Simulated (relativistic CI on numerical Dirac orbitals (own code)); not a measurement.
## Nb2+: resonant inelastic scattering at the M2,3 edge

Computed with this model: Dirac-Coulomb-Breit CI, separate exchange-only KLI orbitals for each configuration, QED by a radiative potential, valence Slater integrals scaled by 0.8, Kramers-Heisenberg scattering through one core-hole configuration in a parametric crystal field; configurations [Kr] 4d3 → [Ne] 3s2 3p5 3d10 4s2 4p6 4d4; 300 K; core-hole width 3 eV; summed over polarisations. Incident energies are the highest absorption maxima for each field (at most a few, so the weaker spin-orbit partner edge can be absent), on the computed scale of the free ion. Intensities are in per cent of the strongest line above 0.02 eV; levels within 1 cm⁻¹ are merged; final levels count from the ground level, the first row holds all elastic scattering, lines under 0.4 are left out and each table stops after 24 rows. The scale of the Slater integrals is a model choice and moves the terms in proportion.

Field parameters in Wybourne normalisation: D4h B²₀ = −7Ds, B⁴₀ = 21(Dq − Dt), B⁴₄ = 21√(5/14) Dq. The field is a parameter set, without covalency.

S is read from ⟨S²⟩ = S(S + 1).

D4h, 10Dq = 32400, Ds = -1010, Dt = 840 cm⁻¹:

| Final level (eV) | Degeneracy | Irrep | S | 367 eV | 382.4 eV |
| --- | --- | --- | --- | --- | --- |
| 0.000 | 2 | Γ6 | 1.50 | 2530.1 | 460.6 |
| 0.000 | 2 | Γ7 | 1.50 | 1.9 | 2.2 |
| 0.820 | 2 | Γ6 | 0.50 | 19.0 | 9.7 |
| 0.880 | 2 | Γ7 | 0.50 | 16.3 | 7.4 |
| 1.363 | 2 | Γ7 | 0.50 | 8.9 | 9.5 |
| 1.379 | 2 | Γ6 | 0.50 | 9.2 | 11.8 |
| 1.428 | 2 | Γ6 | 0.50 | 21.2 | 14.6 |
| 2.210 | 2 | Γ7 | 0.50 | 40.9 | 25.4 |
| 2.727 | 2 | Γ7 | 0.50 | 34.4 | 20.9 |
| 2.775 | 2 | Γ6 | 0.50 | 32.7 | 19.3 |
| 3.094 | 2 | Γ7 | 1.50 | 94.4 | 21.3 |
| 3.105 | 2 | Γ7 | 1.50 | 100.0 | 27.3 |
| 3.115 | 2 | Γ6 | 1.50 | 98.2 | 24.2 |
| 3.125 | 2 | Γ6 | 1.50 | 92.7 | 18.0 |
| 3.653 | 2 | Γ6 | 0.52 | 2.0 | 0.2 |
| 3.896 | 2 | Γ7 | 1.50 | 56.3 | 17.2 |
| 3.897 | 2 | Γ6 | 1.50 | 67.0 | 12.1 |
| 3.899 | 2 | Γ6 | 1.49 | 76.1 | 9.3 |
| 3.913 | 2 | Γ7 | 1.50 | 29.9 | 23.1 |
| 4.027 | 2 | Γ6 | 1.50 | 93.4 | 27.3 |
| 4.035 | 2 | Γ7 | 1.50 | 70.3 | 21.3 |
| 4.463 | 2 | Γ7 | 0.51 | 4.5 | 3.6 |
| 4.464 | 2 | Γ6 | 0.50 | 3.6 | 3.0 |
| 4.474 | 2 | Γ6 | 0.51 | 7.5 | 5.8 |

D4h, 10Dq = 14650, Ds = 1740, Dt = 120 cm⁻¹:

```
Final level (eV)  Degeneracy  Irrep     S  366.3 eV  381.9 eV
           0.000           4  Γ6+Γ7  1.50    4495.4     703.6
           1.070           2     Γ7  0.52      34.4      24.8
           1.128           2     Γ6  0.51      38.9      28.7
           1.301           2     Γ6  0.58      10.9      29.0
           1.337           2     Γ7  0.57       9.0      26.8
           1.385           2     Γ6  0.57      16.3      23.5
           1.532           2     Γ7  1.47      91.5      29.5
           1.550           2     Γ7  1.49      86.6      23.0
           1.570           2     Γ6  1.48      97.7      18.0
           1.610           2     Γ6  1.45      73.1      13.6
           1.661           2     Γ7  1.49      48.7      18.0
           1.679           2     Γ6  1.48      35.9      19.9
           1.823           2     Γ6  1.50     100.0      29.8
           1.825           2     Γ7  1.49      91.9      15.5
           1.950           2     Γ7  0.53      46.8      27.5
           2.263           2     Γ6  0.52      40.9      31.6
           2.317           2     Γ7  0.52      39.8      32.1
           2.643           2     Γ6  0.50      19.2      16.8
           2.746           2     Γ6  0.73      14.7       1.4
           2.753           2     Γ7  0.56       3.3       1.9
           2.808           2     Γ6  0.51      15.3       9.5
           2.808           2     Γ7  0.54       7.5       6.1
           2.861           2     Γ7  1.45      24.3      15.7
           2.863           2     Γ6  1.49      64.2       7.1
```

For the first field the strongest loss at the lowest incident energy is the level at 3.10 eV (S = 1.50, against 1.50 in the thermal ground state). Levels of other spin, the first over 8 % at 0.82 eV, appear because spin-orbit coupling of the core hole, and in heavier ions of the valence shell too, mixes spins.
